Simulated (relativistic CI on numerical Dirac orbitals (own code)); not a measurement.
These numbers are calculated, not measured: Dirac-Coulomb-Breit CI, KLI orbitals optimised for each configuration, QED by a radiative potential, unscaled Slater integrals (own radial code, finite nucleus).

The strongest absorption lines from the ground level of an ion, among the configurations computed and to levels below about 392 eV (vacuum wavelength in nm, gf): 6.6840 (0.0031), 7.2737 (0.00052), 8.4076 (0.49), 8.8914 (0.21), 9.8098 (0.044), 12.191 (0.12).

**Question.** Which ion is it?
A. Mo²⁸⁺
B. Mo³⁰⁺
C. Pd³²⁺
D. Ru³⁰⁺

**Answer.** A. Mo²⁸⁺ has 14 electrons and the ground level 3s2 3p2 3P_0; the strongest line goes to 3s2 3p 3d 3D°_1. The pattern of lines fixes the number of electrons, and along that sequence the line energies rise steadily with the charge (about as its square where n changes within one kind of shell, about linearly where n is kept but much faster in heavy ions where fine structure, which grows about as Z⁴, sets the gap, and irregularly where shells cross), which fixes Z. Configurations outside the model, such as inner-shell arrays, can give stronger lines. At this charge energies of transitions that change n are usually good to better than 1 %, and those within a shell (Δn = 0) to a few per cent.

LS names give the leading component of a level, which can be under half, so a name can repeat, a term be missing and a line seem to break the LS rules.
